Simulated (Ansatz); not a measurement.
Geometry optimisation, RKS PBE/def2-SVP (Ansatz).

Input:

```yaml
crystal:
  periodic: [false, false, false]
  atoms:
    - { symbol: Ge, position_ang: [0.20237, 0.055219, -0.146982] }
    - { symbol: H, position_ang: [-0.036692, 0.022995, 1.383373] }
    - { symbol: F, position_ang: [1.920618, -0.180123, -0.40103] }
    - { symbol: F, position_ang: [-0.096097, 1.678131, -0.718698] }
    - { symbol: H, position_ang: [-0.537173, -0.955638, -1.044541] }
    - { symbol: S, position_ang: [-3.009641, 0.037777, 1.117534] }
    - { symbol: H, position_ang: [-3.114206, -1.317323, 0.994748] }
    - { symbol: H, position_ang: [-1.840879, -0.087737, 1.848795] }
basis:
  gaussian: { orbitals: def2-SVP }
hamiltonian:
  xc: pbe
relax:
  f_tol: 0.03
  max_steps: 50
output:
  orbitals: {}
```

Command:

```bash
$ ansatz run input.yaml --threads 2 --pin off --max-ram 3072MiB --backend cpu --events-out ev --progress --plain --runs-dir out
```

Question: Where does it end, and by what steps?

Answer: The forces met the threshold. The force dipped under the threshold on the way, but the program's further checks kept it going. After 30 steps the energy has fallen by 0.227 eV; H8 moved furthest, 1.48 Å.

```tsv
step	energy less start (eV)	largest force component (eV/Å)	accepted
0	0.0000	0.620	yes
2	-0.0763	0.198	yes
4	-0.1200	0.066	yes
6	-0.1295	0.059	yes
8	-0.1314	0.029	yes
10	-0.1339	0.059	yes
12	-0.1282	0.625	no
14	-0.1387	0.217	yes
16	-0.1410	0.601	yes
18	-0.1561	0.038	yes
20	-0.1635	0.622	yes
22	-0.1910	0.153	yes
24	-0.1734	0.994	no
26	-0.2207	0.057	yes
28	-0.2262	0.089	yes
30	-0.2272	0.021	yes
```

```xyz
8
Properties=species:S:1:pos:R:3
Ge 0.263 -0.128 -0.147
H 0.401 -1.075 1.060
F 1.892 0.332 -0.607
F -0.428 1.397 0.405
H -0.459 -0.560 -1.436
S -2.981 -0.623 0.819
H -2.639 -0.765 2.130
H -2.560 0.675 0.811
```

Whether the end is a true minimum wasn't checked by a vibrational analysis.

The run took 34 s on 2 threads of Intel(R) Xeon(R) Platinum 8488C (Sapphire Rapids), with other jobs on the host, peak memory 0.16 GiB.
